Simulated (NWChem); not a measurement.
BeClF in NWChem

Program: NWChem. All single points use one geometry, from PBE/def2-SVP, a minimum by its harmonic frequencies.

Job file:

```
start mol
memory heap 200 mb stack 900 mb global 1100 mb
geometry "system" units angstroms nocenter noautoz noautosym
  Be     0.000000     0.000000     0.609134
  F      0.000000     0.000000     2.004175
  Cl     0.000000     0.000000    -1.204359
end
set geometry "system"
basis spherical
  * library 6-31g*
end
dft
  xc pbe0
  semidirect memsize 60000000 filesize 0
  iterations 100
  convergence energy 1e-10 density 1e-9 gradient 1e-8
  tolerances tight
end
task dft energy
rt_tddft
  tmax 150.0
  dt 0.2
  tag "kick"
  print dipole
  field "kick"
    type delta
    polarization x
    max 0.0001
  end
  excite "system" with "kick"
end
task dft rt_tddft
```

Change of the dipole's x component after the kick, in units of 1e-4 a.u.:

| time (a.u.) | Δμ |
|---|---|
| 0.0 | 0.000 |
| 0.4 | 0.453 |
| 0.8 | 0.804 |
| 1.2 | 0.836 |
| 1.6 | 0.638 |
| 2.0 | 0.423 |
| 2.4 | 0.278 |
| 2.8 | 0.248 |
| 3.2 | 0.211 |
| 3.6 | 0.085 |
| 4.0 | -0.086 |
| 4.4 | -0.142 |
| 4.8 | 0.001 |
| 5.2 | 0.242 |
| 5.6 | 0.462 |
| 6.0 | 0.553 |
| 6.4 | 0.480 |
| 6.8 | 0.261 |
| 7.2 | 0.031 |
| 7.6 | -0.153 |
| 8.0 | -0.258 |
| 8.4 | -0.311 |
| 8.8 | -0.300 |
| 9.2 | -0.273 |
| 9.6 | -0.269 |
| 10.0 | -0.298 |
| 10.4 | -0.272 |
| 10.8 | -0.169 |
| 11.2 | 0.002 |
| 11.6 | 0.133 |
| 12.0 | 0.125 |
| 12.4 | -0.073 |
| 12.8 | -0.319 |
| 13.2 | -0.450 |
| 13.6 | -0.352 |
| 14.0 | -0.145 |
| 14.4 | 0.042 |
| 14.8 | 0.067 |
| 15.4 | -0.055 |
| 15.8 | -0.034 |
| 16.2 | 0.151 |
| 16.6 | 0.348 |
| 17.0 | 0.390 |
| 17.4 | 0.244 |
| 17.8 | 0.007 |
| 18.2 | -0.145 |
| 18.6 | -0.104 |
| 19.0 | 0.081 |
| 19.4 | 0.209 |
| 19.8 | 0.178 |
| 20.2 | 0.036 |
| 20.6 | -0.064 |
| 21.0 | -0.081 |
| 21.4 | -0.009 |
| 21.8 | 0.095 |
| 22.2 | 0.154 |
| 22.6 | 0.112 |
| 23.0 | 0.039 |
| 23.4 | 0.001 |
| 23.8 | -0.010 |
| 24.2 | -0.018 |
| 24.6 | -0.017 |
| 25.0 | 0.013 |
| 25.4 | -0.004 |
| 25.8 | -0.091 |
| 26.2 | -0.193 |
| 26.6 | -0.233 |
| 27.0 | -0.202 |
| 27.4 | -0.066 |
| 27.8 | 0.107 |
| 28.2 | 0.199 |
| 28.6 | 0.121 |
| 29.0 | -0.029 |
| 29.4 | -0.084 |
| 29.8 | -0.008 |
